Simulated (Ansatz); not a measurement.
A CCSD(T) single point on CH8AlBOSi.

```yaml
crystal:
  periodic: [false, false, false]
  atoms:
    - {symbol: B, position_ang: [-1.713146, 0.463577, 0.613402]}
    - {symbol: C, position_ang: [-0.283818, 0.135282, 0.967067]}
    - {symbol: Al, position_ang: [0.681652, 1.227772, -0.520879]}
    - {symbol: Si, position_ang: [0.414001, -1.375113, 0.234408]}
    - {symbol: O, position_ang: [1.215387, -0.569894, -1.079040]}
    - {symbol: H, position_ang: [-2.361188, 1.244164, 1.253326]}
    - {symbol: H, position_ang: [-2.220591, -0.026352, -0.361919]}
    - {symbol: H, position_ang: [0.104162, 0.460524, 1.932100]}
    - {symbol: H, position_ang: [1.980722, 1.965811, 0.012314]}
    - {symbol: H, position_ang: [-0.175579, 1.835520, -1.711258]}
    - {symbol: H, position_ang: [1.451634, -2.099177, 1.009126]}
    - {symbol: H, position_ang: [-0.507910, -2.345126, -0.402868]}
    - {symbol: H, position_ang: [1.435075, -0.951690, -1.930979]}
basis:
  gaussian: {orbitals: def2-TZVPP}
correlation: {method: ccsd_t}
output: {orbitals: {seedname: orbitals}}
```

```sh
$ ansatz run in.yaml --threads 4 --pin off --events-out ev --progress --plain
```

Output of Ansatz, abridged:

```
Functional definition: HF
1675 factors; integrals over basis functions are off by at most 1.0e-3 eV
mean field evaluation 1: about -18309.9670 eV, gradient 4.3e1 eV
mean field evaluation 2: about -18310.2182 eV, gradient 4.4e1 eV
mean field evaluation 4: about -18314.8599 eV, gradient 4.4e0 eV
mean field evaluation 8: about -18314.9327 eV, gradient 2.3e-1 eV
mean field -18314.93300372 eV, -673.0613735793 hartree, gradient 1.7e-6 eV, S^2 0.000000; 0 other end points of the search recorded, 0 dependent functions left out
13 core orbitals not correlated: weight in the atoms' cores, before any rotation towards them, 1.000 or more for the frozen orbitals, at most 0.000 for the correlated occupied ones
reference -18314.93300372 eV, -673.0613735793 hartree; 14, 14 occupied and 262, 262 virtual orbitals, 1675 factors
second order -19.81259472 eV of doubles, -0.00000000 eV of singles
cycle   1  -20.62314171 eV  change   -8.1e-1 eV  update   9.9e-2
cycle   2  -21.19486253 eV  change   -5.7e-1 eV  update   2.9e-2
cycle   3  -21.28953846 eV  change   -9.5e-2 eV  update   1.4e-2
cycle   4  -21.27857141 eV  change    1.1e-2 eV  update   3.6e-3
cycle   5  -21.27811586 eV  change    4.6e-4 eV  update   1.6e-3
cycle   6  -21.27818513 eV  change   -6.9e-5 eV  update   5.5e-4
cycle   7  -21.27791061 eV  change    2.7e-4 eV  update   2.0e-4
cycle   8  -21.27794254 eV  change   -3.2e-5 eV  update   7.5e-5
cycle   9  -21.27797485 eV  change   -3.2e-5 eV  update   2.5e-5
perturbative correction -0.78806838 eV, -0.0289609786 hartree
Total energy: -18336.99904695 eV, -673.8722857110 hartree
```

It took 3.6 min on 4 threads of a server CPU on a shared host, with 8.5 GiB of host memory at the peak.

MP2 recovers 89.8 % of the CCSD(T) correlation energy and the triples give 3.6 %; T1 = 0.0116.
